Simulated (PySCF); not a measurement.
## Xe (xenon, neutral) across methods

[Kr] 4d10 5s2 5p5 5d1, one real determinant (an excited configuration). Computed with PySCF 2.14 in aug-cc-pwCVDZ-PP with ECP28MDF (6s5p4d1f, 48 functions), with a scalar-relativistic core potential.

```csv
method,E (hartree),mean ε 5p α (eV),mean ε 5p β (eV),mean ε 5d α (eV),Σ⟨r²⟩ (bohr²),⟨S²⟩
LDA,-328.4870,-10.082,-9.216,2.076,62.47,2.000
r2SCAN0,-329.0356,-11.729,-10.576,1.145,62.32,2.001
PBEsol,-328.6202,-9.991,-9.065,1.997,62.47,2.001
r2SCAN,-329.0585,-10.451,-9.412,1.877,62.37,2.001
B3LYP,-329.0378,-11.009,-10.080,1.487,62.51,2.000
PBE,-328.9230,-9.971,-9.047,1.952,62.51,2.001
UHF,-327.87639,-14.816,-13.119,-0.522,62.84,2.002
PBE0,-328.9527,-11.420,-10.332,1.177,62.38,2.001
wB97X,-328.9800,-13.789,-12.694,-0.570,62.44,2.001
```

⟨L²⟩ = 7.97 against 12 for a pure F term, so this real determinant mixes terms. Energies and moments cover only the electrons outside the core potential. The outer electron is Rydberg-like, and this basis confines it to a smaller radius and binds it less than a complete one would.

The highest occupied level is positive at LDA, r2SCAN0, PBEsol, r2SCAN, B3LYP, PBE, PBE0: only the finite basis holds that electron, which in a density functional comes from self-interaction.
